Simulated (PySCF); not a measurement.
# Property card for `CC[C@H]1CC=CO1`

Compound: C6H10O.
Numbering: `[CH3:1][CH2:2][C@H:3]1[CH2:4][CH:5]=[CH:6][O:7]1` (hydrogens: H8, H9, H10 on C1; H11, H12 on C2; H13 on C3; H14, H15 on C4; H16 on C5; H17 on C6)

Geometry (GFN2-xTB, Å), atoms numbered from 1 in this order:
```
atom  x, y, z in Å
C1    -2.3594   -0.3693    0.1463
C2    -1.1482    0.5520    0.0836
C3     0.1221   -0.2058   -0.3099
C4     1.3613    0.7132   -0.3974
C5     2.2326    0.1560    0.6929
C6     1.6254   -0.8914    1.2298
O7     0.4193   -1.1956    0.6869
H8    -2.5538   -0.8076   -0.8299
H9    -3.2418    0.1822    0.4610
H10   -2.1757   -1.1734    0.8536
H11   -0.9849    1.0128    1.0603
H12   -1.3176    1.3449   -0.6479
H13   -0.0553   -0.7443   -1.2487
H14    1.8491    0.6568   -1.3731
H15    1.0967    1.7574   -0.2148
H16    3.1829    0.5668    0.9658
H17    1.9405   -1.5426    2.0249
```

Among its groups: C=C double bond and ether.

GFN2-xTB geometry:

* Point group of the GFN2-xTB geometry: C1
* Rotational constants A, B, C of the GFN2-xTB geometry: 5.858, 1.972, 1.630 GHz

**CAM-B3LYP/def2-SVPD ground state and vertical TDDFT (core frozen in the response) (PySCF)**

* Dipole moment: 1.18 D
* HOMO energy: -7.47 eV
* LUMO energy: 1.41 eV
* HOMO–LUMO gap: 8.88 eV
* Lowest singlet excitation: 5.98 eV (207 nm, f = 0.012)
* Strongest line among the 8 lowest singlet transitions: S2 at 6.34 eV (195 nm, f = 0.134)
* Lowest triplet excitation (Tamm–Dancoff): 4.06 eV
* Static isotropic polarisability: 71.8 au
* Electronic spatial extent ⟨r²⟩ about the centre of nuclear charge: 802 bohr²

Monoisotopic mass from the formula: 98.0732 u.

A dipole of 1.18 D is allowed in C1, and pure rotational transitions are dipole-allowed. The rotational constants make it an asymmetric top with κ = (2B − A − C)/(A − C) = -0.84, nearer the prolate limit (−1). With B = h/(8π²I), that is 505.379 GHz u Å² over I, the principal moments of inertia are 86.3, 256.2 and 310.1 u Å² (most abundant isotopes); the inertial defect Ic − Ia − Ib is -32.4 u Å² (zero for a rigid planar frame, negative otherwise). S1 lies 2.90 eV below the HOMO–LUMO gap; its leading configuration is HOMO→LUMO, weight 0.82. The dipole equals about 3.9 × 10⁻³⁰ C·m (1 D = 3.33564 × 10⁻³⁰ C·m).

Geometry: GFN2-xTB, one conformer, isolated molecule.
